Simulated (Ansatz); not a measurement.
Z-matrix (Å, degrees):
```
Si
O 1 1.587
Sn 1 2.486 2 59.6
F 1 1.580 2 119.9 3 107.6
H 1 1.476 2 122.2 3 -114.4
Cl 3 2.333 1 115.5 2 81.0
H 3 1.708 1 131.3 2 -56.7
```

Total charge 0; spin multiplicity 1. Sn: def2 effective core potential.

Question: List the PBE0/def2-TZVPP orbital energies in eV (Ansatz 0.2.0). (Best estimate.)

Answer: Ansatz gave: Occupied: -2767.06, -1804.88, -674.73, -522.71, -258.89, -197.17, -197.04, -197.02, -147.01, -141.00, -101.75, -101.68, -101.61, -95.71, -95.63, -95.50, -34.13, -29.67, -29.42, -29.33, -29.31, -29.21, -27.02, -22.32, -16.02, -14.57, -13.69, -13.33, -12.91, -11.19, -10.83, -10.40, -9.50, -9.18, -8.96, -7.36. Lowest empty: -2.36, -1.24, -0.72, 0.77, 1.22, 1.59, 2.58, 2.83.
